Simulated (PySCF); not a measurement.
## Interval between two levels of Ru⁺ by level of theory

Ru⁺ [Kr] 4d7 [4F9/2, M_J = 9/2] → Ru⁺ [Kr] 4d6 5s1 [6D9/2, M_J = 9/2], as a difference of total energies. All numbers are calculated (PySCF 2.14, the two-component X2C-1e Hamiltonian, in x2c-TZVPall-2c with one added diffuse shell each of s, p, d type (9s10p8d1f, 86 functions)). Correlated levels: [Ar] 3d10 frozen; the 6 highest virtual spinors dropped. "Screened" scales the spin-orbit matrix elements by Boettger's factors to mimic the two-electron term; Breit and QED terms are absent.

```csv
method,interval between two levels (cm⁻¹)
GHF (spin-free),2399.2
GMP2 (spin-free),5289.5
```

The spin-free rows relax to the high-spin LS determinant and lack the spin-orbit shift.

Errors of the correlated levels include the incompleteness of this basis and the frozen core.

The labels give the starting determinants; with spin-orbit coupling the two ends relaxed to ⟨J²⟩ = 24.77, ⟨L²⟩ = 12.12, ⟨S²⟩ = 3.74.

For comparison: 9151.4 cm⁻¹ (measured; NIST Handbook of Basic Atomic Spectroscopic Data (Sansonetti and Martin, J. Phys. Chem. Ref. Data 34, 1559 (2005))).
